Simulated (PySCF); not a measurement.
C2H7BeNSe (SMILES C[N](C)[Be][SeH]), singlet, at a GFN2-xTB geometry (such geometries of metal compounds can be far from the true shape). Base run: PBE/6-31G (PySCF).

The PySCF input:
```python
from pyscf import gto, scf, dft, solvent

mol = gto.Mole()
mol.atom = '''
    Be    0.04555475    0.25016084   -0.09540797
    N     0.11064424    1.63826787   -0.66170072
    C     0.36990636    1.95723650   -2.05291409
    C    -0.05442653    2.85794224    0.10613948
    H    -0.46091394    2.53304687   -2.47391088
    H     1.28356352    2.55405620   -2.14455820
    H     0.48933957    1.04311534   -2.62765499
    H     0.85202430    3.47005840    0.05116203
    H    -0.89091794    3.44579036   -0.28600199
    H    -0.25250950    2.61779349    1.14695675
    Se   -0.14790174   -1.61854400    0.64614993
    H     1.15846549   -1.99295553    1.05909437
'''
mol.basis = '6-31g'
mol.verbose = 3
mol.build()

mf = dft.RKS(mol)
mf.xc = 'pbe'
mf.kernel()
```

The base run was repeated with changes; each row names its change, and settings that it needs were set with it.

```json
[
 {"change": "base", "ΔE vs base (kcal/mol)": "0.000", "dipole (D)": "2.66", "HOMO-LUMO gap (eV)": "4.58"},
 {"change": "model = IEF-PCM; solvent = tetrahydrofuran", "ΔE vs base (kcal/mol)": "-3.85", "dipole (D)": "3.31", "HOMO-LUMO gap (eV)": "4.55"},
 {"change": "model = IEF-PCM; solvent = dimethylsulfoxide", "ΔE vs base (kcal/mol)": "-4.74", "dipole (D)": "3.44", "HOMO-LUMO gap (eV)": "4.55"},
 {"change": "model = IEF-PCM; solvent = n-hexane", "ΔE vs base (kcal/mol)": "-1.63", "dipole (D)": "2.95", "HOMO-LUMO gap (eV)": "4.56"},
 {"change": "model = SS(V)PE; solvent = acetonitrile", "ΔE vs base (kcal/mol)": "-4.64", "dipole (D)": "3.42", "HOMO-LUMO gap (eV)": "4.55"},
 {"change": "model = IEF-PCM; solvent = acetonitrile", "ΔE vs base (kcal/mol)": "-4.68", "dipole (D)": "3.43", "HOMO-LUMO gap (eV)": "4.55"},
 {"change": "model = IEF-PCM; solvent = acetonitrile; lebedev_order = 41", "ΔE vs base (kcal/mol)": "-4.70", "dipole (D)": "3.44", "HOMO-LUMO gap (eV)": "4.55"},
 {"change": "model = IEF-PCM; solvent = acetonitrile; vdw_scale = 1.1", "ΔE vs base (kcal/mol)": "?", "dipole (D)": "?", "HOMO-LUMO gap (eV)": "?"},
 {"change": "model = IEF-PCM; solvent = water", "ΔE vs base (kcal/mol)": "-4.82", "dipole (D)": "3.45", "HOMO-LUMO gap (eV)": "4.55"},
 {"change": "model = IEF-PCM; solvent = acetonitrile; vdw_scale = 1.4", "ΔE vs base (kcal/mol)": "?", "dipole (D)": "?", "HOMO-LUMO gap (eV)": "?"},
 {"change": "model = IEF-PCM; solvent = acetonitrile; r_probe = 0.5", "ΔE vs base (kcal/mol)": "?", "dipole (D)": "?", "HOMO-LUMO gap (eV)": "?"},
 {"change": "model = C-PCM; solvent = acetonitrile", "ΔE vs base (kcal/mol)": "-4.77", "dipole (D)": "3.44", "HOMO-LUMO gap (eV)": "4.56"}
]
```

Problem. What belongs in the gaps?

Solution. 
- model = IEF-PCM; solvent = acetonitrile; vdw_scale = 1.1, ΔE vs base (kcal/mol): -6.92
- model = IEF-PCM; solvent = acetonitrile; vdw_scale = 1.1, dipole (D): 3.57
- model = IEF-PCM; solvent = acetonitrile; vdw_scale = 1.1, HOMO-LUMO gap (eV): 4.61
- model = IEF-PCM; solvent = acetonitrile; vdw_scale = 1.4, ΔE vs base (kcal/mol): -2.35
- model = IEF-PCM; solvent = acetonitrile; vdw_scale = 1.4, dipole (D): 3.22
- model = IEF-PCM; solvent = acetonitrile; vdw_scale = 1.4, HOMO-LUMO gap (eV): 4.50
- model = IEF-PCM; solvent = acetonitrile; r_probe = 0.5, ΔE vs base (kcal/mol): -1.70
- model = IEF-PCM; solvent = acetonitrile; r_probe = 0.5, dipole (D): 3.15
- model = IEF-PCM; solvent = acetonitrile; r_probe = 0.5, HOMO-LUMO gap (eV): 4.49

The base is the gas phase, so ΔE is the electrostatic part of solvation at a fixed geometry, without cavity and dispersion terms.
